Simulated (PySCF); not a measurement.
Compound: C₅H₄FN.
Structure used (PBE0-D3(BJ)/def2-SVP), in Å, numbered top down from 1:
```
atom  x, y, z in Å
C1     3.0089   -0.4537    0.2658
C2     1.7955   -0.4337    0.2299
C3     0.3837   -0.4367    0.1984
C4    -0.3712    0.5879   -0.2430
F5     0.1980    1.7016   -0.6857
C6    -1.8430    0.6358   -0.2889
N7    -2.6751   -0.2808   -0.0099
H8     4.0828   -0.4669    0.2957
H9    -0.1368   -1.3290    0.5607
H10   -2.2305    1.6158   -0.6132
H11   -2.2011   -1.1475    0.2694
```

Theory: PySCF, TDDFT wB97X-D/def2-SVPD, vertical, gas phase, core orbitals frozen in the response.

Q: Predict the UV-vis stick spectrum at this level.

A: 

```json
{"state": "S1", "E (eV)": "4.45", "λ (nm)": "278.6", "f": "0.0034", "main configurations (H = HOMO, L = LUMO)": "H-1→L (81%), H-2→L (12%)"}
{"state": "S2", "E (eV)": "4.71", "λ (nm)": "263.4", "f": "0.432", "main configurations (H = HOMO, L = LUMO)": "H→L (95%)"}
{"state": "S3", "E (eV)": "5.07", "λ (nm)": "244.4", "f": "0.0011", "main configurations (H = HOMO, L = LUMO)": "H-2→L (78%), H-1→L (11%)"}
{"state": "S4", "E (eV)": "6.09", "λ (nm)": "203.6", "f": "0.0001", "main configurations (H = HOMO, L = LUMO)": "H→L+1 (62%), H→L+2 (18%)"}
{"state": "S5", "E (eV)": "6.62", "λ (nm)": "187.2", "f": "0.045", "main configurations (H = HOMO, L = LUMO)": "H-3→L (51%), H→L+3 (13%)"}
{"state": "S6", "E (eV)": "7.13", "λ (nm)": "173.8", "f": "0.0017", "main configurations (H = HOMO, L = LUMO)": "H→L+2 (44%), H→L+1 (32%), H→L+3 (8%)"}
```

The lowest singlet lies at 4.45 eV (279 nm, ultraviolet) and is very weak; its leading configuration is HOMO-1→LUMO (81%). The most intense listed level is S2 at 4.71 eV (263 nm, f = 0.432), 0.26 eV above S1. Löwdin shares by element: HOMO carbon 76% or more (atoms not listed hold the other 24%); LUMO carbon 50% or more, nitrogen 20% (atoms not listed hold the other 29%). Orbital energies (eV): HOMO-3 -11.73, HOMO-2 -10.56, HOMO-1 -10.16, HOMO -9.06, LUMO -0.72, LUMO+1 1.99, LUMO+2 2.48. Weighted by f, the mean energy of these states is 4.89 eV. The oscillator strengths of these states sum to 0.484; summed over the whole spectrum of an exact calculation they would give the number of electrons, 50 (Thomas–Reiche–Kuhn). Singlets were solved by full linear response.

One conformer stands for the species.
